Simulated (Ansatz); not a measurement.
Potential energy curve for SMILES [CH3][GaH2]. The C1–Ga5 bond (C1 also carries H, H, H; Ga5 carries H, H) is varied alone, starting from the PBE0/def2-TZVP optimised geometry.

Method: Ansatz (a first-principles code) with CCSD(T) on UHF/cc-pVTZ, cores with 3d frozen.

Q: Relative to R = 2.01 Å, what are the energies at R = 1.83, 2.11, 2.65, 5.28 Å?

A: 5.8 kcal/mol at 1.83 Å, 1.9 kcal/mol at 2.11 Å, 32.1 kcal/mol at 2.65 Å, 85.4 kcal/mol at 5.28 Å.

The unrestricted determinant behind UCCSD(T) is spin-contaminated at 2.65 to 6.82 Å (<S²> up to 1.0, against 0.00 for a pure singlet).
